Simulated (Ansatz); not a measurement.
`C#CC(O)S` + `[SiH3]S` → `OC(S)S[SiH3]` + `C#C`  (substitution at a C–C bond)

Calculated with Ansatz (gas phase, PBE0-D4/def2-TZVP geometries, no zero-point term in ΔE). CBS: MP2 limit from def2 TZ/QZ plus the TZ coupled-cluster correction, frozen cores. This one scheme is used for every species. Functionals use def2-TZVPP. B3LYP here is the variant with VWN-RPA as its local correlation; programs differ in this. Each species was taken in one conformer, which may not be the lowest.

`C#CC(O)S`:

Cartesian coordinates in Å:
```
C 1.909 0.411 -0.274
C 0.811 0.167 0.143
C -0.527 -0.169 0.604
O -0.853 -1.510 0.389
S -1.741 1.020 -0.090
H 2.887 0.635 -0.630
H -0.598 -0.018 1.683
H -0.758 -1.700 -0.549
H -1.130 1.164 -1.277
```

`[SiH3]S`:

Z-matrix (Å, degrees):
```
Si
S 1 2.137
H 1 1.485 2 111.6
H 1 1.485 2 111.6 3 -122.0
H 1 1.482 2 104.8 3 119.0
H 2 1.344 1 94.7 3 60.9
```

`OC(S)S[SiH3]`:

Cartesian coordinates in Å:
```
O -1.380 1.041 -0.087
C -0.641 0.297 0.814
S -1.728 -0.228 2.188
S 0.153 -1.183 0.086
Si 1.391 -0.186 -1.350
H -2.054 0.467 -0.472
H 0.135 0.960 1.194
H -0.947 -1.224 2.633
H 2.088 0.949 -0.692
H 2.364 -1.210 -1.803
H 0.618 0.316 -2.512
```

`C#C`:

```xyz
4

C    -0.490   -0.250    0.236
C     0.490    0.250   -0.236
H    -1.361   -0.696    0.655
H     1.361    0.696   -0.655
```

| level | ΔE (kJ/mol) | difference from CCSD(T)/CBS |
| --- | --- | --- |
| PBE-D4 | 19.7 | 5.8 |
| r2SCAN-D4 | 20.4 | 6.5 |
| PBE0-D4 | 21.7 | 7.8 |
| B3LYP-D4 | 19.1 | 5.2 |
| ωB97X-V | 19.5 | 5.6 |
| ωB97M-V | 17.8 | 3.9 |
| B2PLYP | 22.4 | 8.5 |
| PBE | 24.6 | 10.7 |
| r2SCAN | 21.7 | 7.8 |
| PBE0 | 26.0 | 12.1 |
| B3LYP | 27.0 | 13.1 |
| HF/def2-TZVPP | 29.9 | 16.0 |
| MP2/def2-TZVPP | 18.0 | 4.1 |
| SCS-MP2/def2-TZVPP | 19.8 | 5.9 |
| CCSD/def2-TZVPP | 22.2 | 8.3 |
| CCSD(T)/def2-TZVPP | 19.2 | 5.3 |
| HF/def2-QZVPP | 29.9 | 16.0 |
| MP2/def2-QZVPP | 15.0 | 1.1 |
| SCS-MP2/def2-QZVPP | 17.0 | 3.1 |
| HF/CBS(def2) | 29.9 | 16.0 |
| MP2/CBS(def2) | 12.7 | -1.2 |
| CCSD/CBS(def2) | 16.9 | 3.0 |
| CCSD(T)/CBS | 13.9 | 0 |

Largest T1 diagnostic among the species: 0.013.

The D4 term adds −8.0 kJ/mol with B3LYP and −4.3 kJ/mol with PBE0; it sums over pairs of atoms, weighted by their polarisabilities, and B3LYP, whose exchange is more repulsive, gets the larger term. In def2-TZVPP, CCSD(T) changes the Hartree–Fock value by −10.7 kJ/mol (the triples alone add −3.0 kJ/mol) and MP2 by −11.9 kJ/mol.
